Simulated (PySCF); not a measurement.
**Be: excitation energy**

Be [He] 2s2 (1S) → Be [He] 2s1 2p1, s spin flipped, as a difference of total energies. Calculation: PySCF 2.14, in x2c-TZVPPall with one added diffuse shell of s type (6s3p1d, 20 functions); the spin-free X2C one-electron Hamiltonian (Gaussian nucleus). Correlated levels: valence and next inner shell: nothing frozen. The calculations carry no spin-orbit coupling.

```csv
method,excitation energy (cm⁻¹)
UHF,28429
MP2 (valence and next inner shell),29847
SCS-MP2 (valence and next inner shell),30144
```

The upper determinant mixes two multiplicities, so it lies between the two terms.

The basis was made for the ground configuration and has no added diffuse functions, so the excitation energy can come out too high.

The coupled-cluster amplitudes are large for the upper state (T1 above 0.03 or a double amplitude above 0.15), so a single reference is strained.
